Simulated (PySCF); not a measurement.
A PySCF script (with the pyscf-properties extension) for the NMR shieldings of `O1[Si@@H](OC(C)C)P[SiH2]1`, C₃H₁₁O₂PSi₂, on a GFN2-xTB geometry:

```python
import basis_set_exchange as bse
import numpy as np
from pyscf import gto, dft
from pyscf.prop import nmr

atoms = """
C    -1.495316   -0.404013   -1.314530
C    -1.540802   -0.135969    0.183912
C    -2.498730    0.998199    0.528521
O    -0.264644    0.215519    0.660740
Si    1.027637   -0.729524    0.697122
O     2.107901    0.055709    1.646138
Si    3.486772    0.174086    0.747250
P     2.484665   -0.773419   -1.041307
H    -0.797497   -1.211571   -1.523022
H    -1.157898    0.488101   -1.836239
H    -2.481209   -0.678651   -1.678931
H    -1.851207   -1.053024    0.703686
H    -2.194157    1.907045    0.016248
H    -2.483123    1.181540    1.599169
H    -3.509240    0.738048    0.226628
H     0.813262   -2.054538    1.265207
H     3.819972    1.586999    0.694882
H     4.459902   -0.719090    1.353865
H     2.063907    0.423803   -1.596915
"""
names = dict.fromkeys(["C", "O", "Si", "P", "H"], "pcSseg-1")
basis = {el: gto.basis.parse(bse.get_basis(n, elements=[el], fmt="nwchem")) for el, n in names.items()}
mol = gto.M(atom=atoms, basis=basis, charge=0, verbose=0)
mf = dft.RKS(mol, xc="PBE0")
mf.grids.level = 2
mf.grids.alignment = dft.numint.BLKSIZE   # the property module wants whole blocks of grid points
mf.conv_tol = 1e-9
mf.kernel()

calc = nmr.RKS(mf)   # GIAO
C = mf.mo_coeff
Co = C[:, mf.mo_occ > 0]
resp = mf.gen_response(singlet=True, hermi=2)
def vind(x):   # induced exchange potential for any number of trial vectors
    d = np.einsum("pi,xij,qj->xpq", C, 2 * x.reshape(-1, C.shape[1], Co.shape[1]), Co, optimize=True)
    return np.einsum("xpq,pi,qj->xij", resp(d - d.transpose(0, 2, 1)), C, Co, optimize=True).ravel()
mo1, _ = nmr.rhf.solve_mo1(calc, with_cphf=vind)
sigma = calc.kernel(mo1)
for i, s in enumerate(sigma):   # ppm
    w = np.linalg.eigvalsh((s + s.T) / 2)
    print("%2d %-2s iso %8.1f  s11 %8.1f  s22 %8.1f  s33 %8.1f" % (i, mol.atom_pure_symbol(i), w.mean(), *w))
```

Question: Give the expected output.

Answer: 
```
 0 C  iso    156.7  s11    139.3  s22    149.5  s33    181.3
 1 C  iso    118.4  s11     88.2  s22    109.9  s33    157.1
 2 C  iso    160.0  s11    142.3  s22    151.0  s33    186.7
 3 O  iso    219.1  s11    176.8  s22    225.2  s33    255.3
 4 Si iso    361.1  s11    349.4  s22    356.6  s33    377.4
 5 O  iso    213.5  s11    101.3  s22    238.0  s33    301.2
 6 Si iso    352.1  s11    313.1  s22    332.6  s33    410.5
 7 P  iso    529.8  s11    336.6  s22    582.6  s33    670.3
 8 H  iso     30.5  s11     25.8  s22     30.5  s33     35.1
 9 H  iso     30.3  s11     27.8  s22     29.4  s33     33.7
10 H  iso     30.5  s11     26.2  s22     28.2  s33     37.1
11 H  iso     27.4  s11     24.1  s22     26.8  s33     31.3
12 H  iso     30.4  s11     27.2  s22     29.1  s33     34.8
13 H  iso     30.0  s11     26.0  s22     27.9  s33     36.2
14 H  iso     30.8  s11     26.6  s22     28.3  s33     37.5
15 H  iso     26.0  s11     22.5  s22     24.0  s33     31.4
16 H  iso     25.8  s11     22.3  s22     23.4  s33     31.5
17 H  iso     26.0  s11     22.6  s22     23.9  s33     31.4
18 H  iso     29.3  s11     25.6  s22     27.8  s33     34.5
```

These numbers come from an equivalent density-fitted implementation of the same equations, which agrees with the script to about 0.01 ppm for H and up to a few tenths of a ppm for heavy atoms, so last digits may differ.

Size and cost of the density-fitted run: 212 basis functions, 2.2 min wall time (110 s CPU) on 1 thread of an Intel Xeon, shared host; peak memory 0.96 GiB.
